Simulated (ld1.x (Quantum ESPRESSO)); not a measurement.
**Before and after: TM potential for P**

ld1.x (Quantum ESPRESSO) 7.5 input, shortened:

```
&input
   title='P', zed=15., rel=1, dft='PBE', iswitch=3,
   config='[Ne] 3s2 3p3'
 /
 &inputp
   pseudotype=2, tm=.true., lloc=-1, rcloc=1.35,
   nlcc=.true., new_core_ps=.true., rcore=1.50
 /
2
3S  1  0   2.00   0.00  1.50  1.50  0.0
3P  2  1   3.00   0.00  1.45  1.45  0.0
 &test
   configts(1)='3s2 3p3'
 /
```

Change: wave 3p (bound): rc 1.45 bohr becomes 3p (bound): rc 2.18 bohr.

Cutoffs: the cutoffs (Ry, on a coarse ladder) from which the occupation-weighted sum of valence levels, in a spherical-Bessel basis at the reference potential, stays within 10 and 1 mRy of its value at 400 Ry; they do not see the model core or the augmentation charge, which bear on the density cutoff. Errors are all-electron minus pseudo energies relative to the spin-unpolarised reference configuration.

Problem. Predict the effect on cutoff, ghosts and configuration errors.

Solution. The potential gets softer (35 Ry and 55 Ry → 18 Ry and 50 Ry); of the 7 tests that both files solve, the error grows in 0 and shrinks in 1 by more than 15 % and 0.3 meV (median size 7.8 → 7.3 meV); neither file shows a bound ghost. A larger radius leaves more room for a smooth pseudo-wave, so fewer plane waves are needed.

```csv
quantity,base,changed
"cutoff, loose",35 Ry,18 Ry
"cutoff, tight",55 Ry,50 Ry
bound ghosts,none,none
"error for 3s2 3p2, meV [ΔE 9.73 eV]",+3.4,+3.1
"error for 3s2 3p1, meV [ΔE 28.88 eV]",+23,+22
"error for 3s2 3p0, meV [ΔE 58.62 eV]",+74,+73
"error for 3s2 3p2.5, meV [ΔE 3.77 eV]",+0.5,+0.4
"error for 3s1 3p4, meV [ΔE 8.53 eV]",+0.8,+0.4
"error for 3s1 3p3, meV [ΔE 18.85 eV]",+7.8,+7.3
"error for 3s1 3p0, meV [ΔE 110.62 eV]",+222,+224
```
